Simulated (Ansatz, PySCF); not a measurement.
Al(Me)(NH2)2 (CH7AlN2), SMILES [CH3][Al]([NH2])[NH2].

The structure is a stationary point at B3LYP-D3(BJ)/def2-SVP. The structure was generated by enumeration; whether it is a known compound was not checked. The values are those of a single conformer.

Vertical ionisation energy (IE) and electron affinity (EA) in eV. Rows of orbital energies are one-electron estimates. Where ΔSCF, EOM or ADC give a negative EA the extra electron is unbound and the value depends on the basis.

```csv
level,IE,EA
"−ε(HOMO), −ε(LUMO), PBE0/def2-TZVP (PySCF)",6.72,-0.32
"−ε(HOMO), −ε(LUMO), PBE/def2-TZVP (PySCF)",5.31,0.46
"ΔSCF, PBE0/def2-SVPD (Ansatz), final states of multiplicity 2 and 2",8.88,-0.83
"ΔSCF, PBE/def2-SVPD (Ansatz), final states of multiplicity 2 and 2",8.60,-0.68
```

Q: What vertical singlet–triplet gap does ΔSCF give with PBE0/def2-SVPD (Ansatz, an electronic-structure program) and with PBE/def2-SVPD (Ansatz)? (An estimate is asked for; the answer gives what the named calculation found.)

A: 5.27 and 4.80 eV (triplet above singlet where positive).
